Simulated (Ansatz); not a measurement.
Born–Oppenheimer molecular dynamics of BrGaH4O2 (8 atoms, charge 0, multiplicity 1). It starts at the highest image of a converged band, a first-order saddle point between two minima.

The calculation used Ansatz 0.2.0, RKS PBE0-D4/def2-SVP.

```yaml
ensemble: NVE (velocity Verlet)
time_step: 0.5 fs
steps_asked: 200
starting_velocities_drawn_for: 300 K
seed: 5231
```

Frames 1 fs apart, positions in Å, forces in eV/Å.

Velocities at 0 fs (Å/ps):

```
Ga 0.32 2.43 -0.13
Br 0.03 -0.28 0.08
H -3.35 4.02 -3.10
H 15.85 -22.76 14.93
H -0.57 -16.66 -8.36
O -5.13 -1.04 -4.68
O 4.26 -6.33 3.86
H -22.88 6.19 12.18
```

```xyz
8
Properties=species:S:1:pos:R:3:forces:R:3 time_fs=0 energy_less_start_eV=0.000 T=300
Ga -0.384 -1.235 -0.019 0.01 0.01 0.01
Br 1.920 -1.458 -0.417 0.01 -0.02 -0.01
H -1.239 -1.315 -1.321 0.00 0.00 0.00
H -0.823 -1.443 1.462 0.00 0.00 0.00
H 1.300 0.957 0.403 0.00 -0.01 0.01
O 0.388 1.110 0.715 -0.02 0.01 -0.03
O -0.286 1.325 -0.529 0.00 -0.01 0.02
H -0.876 2.058 -0.296 0.01 0.00 0.00
8
Properties=species:S:1:pos:R:3:forces:R:3 time_fs=1 energy_less_start_eV=0.023 T=271
Ga -0.383 -1.233 -0.019 -0.06 -0.05 0.14
Br 1.920 -1.458 -0.417 0.03 0.00 -0.02
H -1.242 -1.311 -1.323 0.03 0.01 0.07
H -0.807 -1.465 1.477 0.02 0.05 -0.19
H 1.299 0.940 0.395 -0.30 0.06 0.18
O 0.383 1.109 0.711 0.56 -0.16 0.19
O -0.282 1.319 -0.525 -1.03 1.02 -0.01
H -0.898 2.063 -0.284 0.75 -0.91 -0.35
8
Properties=species:S:1:pos:R:3:forces:R:3 time_fs=2 energy_less_start_eV=0.061 T=223
Ga -0.383 -1.230 -0.019 -0.12 -0.12 0.26
Br 1.920 -1.458 -0.417 0.04 0.01 -0.04
H -1.245 -1.307 -1.326 0.05 0.02 0.12
H -0.791 -1.488 1.490 0.04 0.09 -0.35
H 1.295 0.924 0.389 -0.44 0.10 0.29
O 0.378 1.108 0.706 0.98 -0.30 0.45
O -0.279 1.314 -0.521 -1.66 1.53 -0.20
H -0.913 2.060 -0.276 1.11 -1.32 -0.54
8
Properties=species:S:1:pos:R:3:forces:R:3 time_fs=3 energy_less_start_eV=0.073 T=208
Ga -0.383 -1.228 -0.019 -0.15 -0.19 0.34
Br 1.920 -1.458 -0.417 0.05 0.02 -0.05
H -1.248 -1.303 -1.327 0.06 0.02 0.16
H -0.775 -1.509 1.500 0.04 0.13 -0.47
H 1.287 0.909 0.385 -0.38 0.11 0.32
O 0.374 1.107 0.702 1.15 -0.39 0.78
O -0.276 1.309 -0.517 -1.81 1.50 -0.54
H -0.917 2.044 -0.273 1.04 -1.20 -0.54
8
Properties=species:S:1:pos:R:3:forces:R:3 time_fs=4 energy_less_start_eV=0.065 T=217
Ga -0.382 -1.225 -0.019 -0.15 -0.25 0.39
Br 1.920 -1.459 -0.417 0.06 0.03 -0.06
H -1.250 -1.298 -1.327 0.06 0.03 0.18
H -0.758 -1.529 1.504 0.03 0.17 -0.53
H 1.276 0.895 0.385 -0.12 0.07 0.26
O 0.370 1.105 0.698 1.09 -0.41 1.14
O -0.275 1.305 -0.514 -1.46 0.94 -1.03
H -0.912 2.017 -0.274 0.50 -0.57 -0.35
8
Properties=species:S:1:pos:R:3:forces:R:3 time_fs=5 energy_less_start_eV=0.078 T=200
Ga -0.382 -1.223 -0.019 -0.14 -0.31 0.40
Br 1.921 -1.459 -0.417 0.06 0.04 -0.07
H -1.251 -1.294 -1.325 0.05 0.03 0.18
H -0.741 -1.548 1.505 0.00 0.19 -0.53
H 1.264 0.881 0.386 0.23 0.00 0.15
O 0.367 1.103 0.695 0.87 -0.38 1.48
O -0.274 1.302 -0.511 -0.67 -0.04 -1.60
H -0.902 1.985 -0.279 -0.42 0.46 -0.01
8
Properties=species:S:1:pos:R:3:forces:R:3 time_fs=6 energy_less_start_eV=0.120 T=147
Ga -0.382 -1.221 -0.019 -0.10 -0.35 0.37
Br 1.921 -1.459 -0.417 0.07 0.04 -0.08
H -1.252 -1.289 -1.321 0.03 0.04 0.15
H -0.724 -1.564 1.500 -0.03 0.20 -0.47
H 1.254 0.868 0.390 0.53 -0.06 0.04
O 0.365 1.101 0.693 0.65 -0.33 1.75
O -0.274 1.298 -0.509 0.16 -0.96 -2.09
H -0.897 1.957 -0.284 -1.31 1.41 0.32
8
Properties=species:S:1:pos:R:3:forces:R:3 time_fs=7 energy_less_start_eV=0.135 T=128
Ga -0.382 -1.218 -0.019 -0.04 -0.37 0.30
Br 1.921 -1.460 -0.417 0.08 0.05 -0.09
H -1.253 -1.283 -1.315 0.00 0.04 0.11
H -0.707 -1.579 1.490 -0.08 0.20 -0.35
H 1.248 0.854 0.393 0.61 -0.07 -0.01
O 0.363 1.099 0.692 0.59 -0.31 1.91
O -0.274 1.294 -0.508 0.31 -1.11 -2.26
H -0.903 1.942 -0.286 -1.48 1.56 0.39
8
Properties=species:S:1:pos:R:3:forces:R:3 time_fs=8 energy_less_start_eV=0.108 T=161
Ga -0.381 -1.216 -0.019 0.02 -0.36 0.21
Br 1.921 -1.460 -0.417 0.10 0.06 -0.10
H -1.254 -1.277 -1.309 -0.03 0.04 0.05
H -0.691 -1.592 1.477 -0.13 0.18 -0.19
H 1.249 0.839 0.397 0.44 -0.02 0.02
O 0.362 1.097 0.692 0.75 -0.35 1.93
O -0.273 1.290 -0.509 -0.41 -0.35 -2.07
H -0.923 1.942 -0.285 -0.75 0.80 0.16
8
Properties=species:S:1:pos:R:3:forces:R:3 time_fs=9 energy_less_start_eV=0.097 T=175
Ga -0.381 -1.214 -0.018 0.09 -0.32 0.09
Br 1.921 -1.460 -0.417 0.12 0.07 -0.11
H -1.255 -1.271 -1.302 -0.07 0.04 -0.01
H -0.677 -1.603 1.462 -0.18 0.14 0.00
H 1.254 0.824 0.401 0.11 0.08 0.08
O 0.361 1.094 0.693 1.01 -0.42 1.83
O -0.273 1.285 -0.511 -1.37 0.64 -1.71
H -0.950 1.949 -0.282 0.29 -0.23 -0.17
8
Properties=species:S:1:pos:R:3:forces:R:3 time_fs=10 energy_less_start_eV=0.119 T=148
Ga -0.381 -1.212 -0.018 0.15 -0.28 -0.05
Br 1.921 -1.460 -0.417 0.13 0.08 -0.12
H -1.256 -1.265 -1.296 -0.10 0.03 -0.07
H -0.663 -1.613 1.448 -0.22 0.10 0.21
H 1.259 0.810 0.405 -0.22 0.19 0.13
O 0.360 1.091 0.695 1.21 -0.48 1.64
O -0.273 1.281 -0.514 -1.99 1.31 -1.35
H -0.975 1.954 -0.281 1.06 -0.94 -0.38
8
Properties=species:S:1:pos:R:3:forces:R:3 time_fs=11 energy_less_start_eV=0.133 T=131
Ga -0.381 -1.210 -0.018 0.19 -0.25 -0.17
Br 1.921 -1.461 -0.417 0.14 0.08 -0.13
H -1.259 -1.258 -1.290 -0.13 0.03 -0.12
H -0.653 -1.621 1.435 -0.26 0.06 0.38
H 1.263 0.798 0.411 -0.41 0.25 0.14
O 0.360 1.088 0.698 1.21 -0.47 1.40
O -0.275 1.277 -0.518 -2.08 1.48 -1.07
H -0.990 1.951 -0.283 1.34 -1.18 -0.43
```

Of the whole run (100 fs, mean temperature of the second half 162 K): The conserved energy stayed within 0.22 meV per atom of its start (net change 0.047 meV per atom), so the integration is sound. A run of 0.1 ps of so small a system gives no equilibrium averages. The orbitals stay closed-shell, which can raise the energy where a bond breaks towards radicals; this wasn't checked here.

The run took 9.5 min on 2 threads of Intel(R) Xeon(R) Platinum 8488C (Sapphire Rapids), on a shared host, peak memory 0.31 GiB.
